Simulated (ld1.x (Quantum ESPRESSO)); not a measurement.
**Which setting gave this result? (chlorine (Cl), PAW)**

Base potential:

Cl (Z = 17), PAW, made with ld1.x (Quantum ESPRESSO) 7.5 (PBE, scalar-relativistic). Core [Ne], reference 3s2 3p3 (charge +2). Waves: 3s (bound): rcut 1.05, rcutus 1.30 bohr; 3s channel at -2.4 Ry: rcut 1.05, rcutus 1.30 bohr; 3p (bound): rcut 0.80, rcutus 1.10 bohr; 3p channel at -1.35 Ry: rcut 0.80, rcutus 1.10 bohr. Local part: all-electron potential smoothed inside 0.95 bohr (lloc = -1). Core correction: Bessel-smoothed model core inside 0.95 bohr. Augmentation charge: PSQ, inside the norm-conserving radii.

Cutoffs, loose and tight: the cutoffs (Ry, on a coarse ladder) from which the occupation-weighted sum of valence levels, in a spherical-Bessel basis at the reference potential, stays within 10 and 1 mRy of its value at 400 Ry. They do not see the model core or the augmentation charge, which bear on the density cutoff. Test errors are all-electron minus pseudo excitation energies from the reference, over the configurations 3s2 3p5; 3s2 3p4; 3s2 3p2; 3s1 3p5; 3s2 3p1; 3s2 3p5.3; 3s2 3p4.5; variants that change the core or the reference have their own tests.

Only the s radius is moved (1 further runs of the sweep failed or gave no value and are left out):

| s radius (bohr) | cutoff, loose | cutoff, tight | bound ghosts | largest test error (meV) | median size of the test errors |
| --- | --- | --- | --- | --- | --- |
| 1.12 | 35 Ry | 70 Ry | s | -43 | 0.3 meV |
| 1.28 | 35 Ry | 55 Ry | none | -42 | 0.5 meV |
| 1.68 | 30 Ry | 50 Ry | none | -17 | 2.2 meV |
| 1.94 | 30 Ry | 50 Ry | none | +21 | 4.0 meV |

Task: One more run gave cutoff, loose: 35 Ry; cutoff, tight: 50 Ry; bound ghosts: none; largest test error (meV): -29; median size of the test errors: 1.4 meV. Which value of the s radius was used?

Result: 1.54 bohr. The median size of the test errors moves one way along this sweep, from 0.3 meV at 1.12 to 4.0 meV at 1.94 bohr, which places the run between 1.28 and 1.68 bohr.
